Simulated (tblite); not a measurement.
Species: C2H6FO2Si2 (doublet state).
Atom-mapped SMILES: `[OH:1][SiH2:2][O:3]/[C:4]([SiH2:5])=[CH:6]/[F:7]` (hydrogens: H8 on O1; H9, H10 on Si2; H11, H12 on Si5; H13 on C6)

The geometry is computed with GFN2-xTB (gas phase). This method treats the open shell by occupation alone, without spin polarisation.

Question: Give the optimised bond lengths and angles.

Answer: 
| bond | length (Å) | order |
| --- | --- | --- |
| O1–Si2 | 1.615 | single |
| Si2–O3 | 1.633 | single |
| O3–C4 | 1.357 | single |
| C4–Si5 | 1.850 | single |
| C4=C6 | 1.339 | double |
| C6–F7 | 1.355 | single |
| O1–H8 | 0.954 | single |
| Si2–H9, Si2–H10 | 1.458 | single |
| Si5–H11, Si5–H12 | 1.449 | single |
| C6–H13 | 1.077 | single |

Bonds in one row agree within 0.01 Å and their mean is given. Orders are formal, as drawn. A selection of angles:
| angle | degrees |
| --- | --- |
| Si2–O1–H8 | 121.2 |
| O1–Si2–O3 | 104.3 |
| O1–Si2–H9 | 104.5 |
| O1–Si2–H10 | 111.6 |
| O3–Si2–H9 | 112.4 |
| O3–Si2–H10 | 109.3 |
| H9–Si2–H10 | 114.3 |
| Si2–O3–C4 | 132.0 |
| O3–C4–Si5 | 112.6 |
| O3–C4–C6 | 121.8 |
| Si5–C4–C6 | 125.5 |
| C4–Si5–H11 | 113.4 |
| C4–Si5–H12 | 118.0 |
| H11–Si5–H12 | 120.4 |
| C4–C6–F7 | 119.5 |
| C4–C6–H13 | 127.0 |
| F7–C6–H13 | 113.4 |

Torsions: O1–Si2–O3–C4 177° (antiperiplanar); Si2–O3–C4–Si5 178° (antiperiplanar); O3–C4–C6–F7 180° (antiperiplanar); H8–O1–Si2–O3 36° (synclinal). The mirror-image conformer, all signs reversed, is as good.

Si5 (silicon bonded to C and 2 H) has angles 120.4°, 118.0° and 113.4°, sum 351.8°, 0.26 Å off the plane of its three neighbours. Of the pairs four or more bonds apart, Si2···H13 is among the closest relative to their van der Waals radii: 2.92 Å, 88 % of the sum of Bondi's values. Si2 (silicon bonded to 2 O and 2 H) is distorted tetrahedral (angles from 104.3° to 114.3°). C4 (carbon bonded to C, O and Si) is planar (angles 125.5°, 121.8° and 112.6°, sum 359.9°, 0.02 Å off the plane of its three neighbours). C6 (carbon bonded to C, F and H) is planar (angles 127.0°, 119.5° and 113.4°, sum 360.0°, 0.01 Å off the plane of its three neighbours). O1 (oxygen bonded to Si and H) is bent (angle 121.2°).

Its GFN2-xTB frequencies are all real (lowest 57 cm⁻¹). Torsions: H–O1–Si2–O3 36°, O1–Si2–O3–C4 177°, Si2–O3–C4–Si5 178°, O3–C4–Si5–H 17° and 166°. 3 starts were optimised and ended at 0.00, 0.01 and 2.50 kcal/mol (GFN2-xTB); the lowest of these is shown.

Time: 4.9 s of wall time. Hardware: an Intel Xeon at 2.50 GHz with one thread (shared host). This is the geometry optimisation.
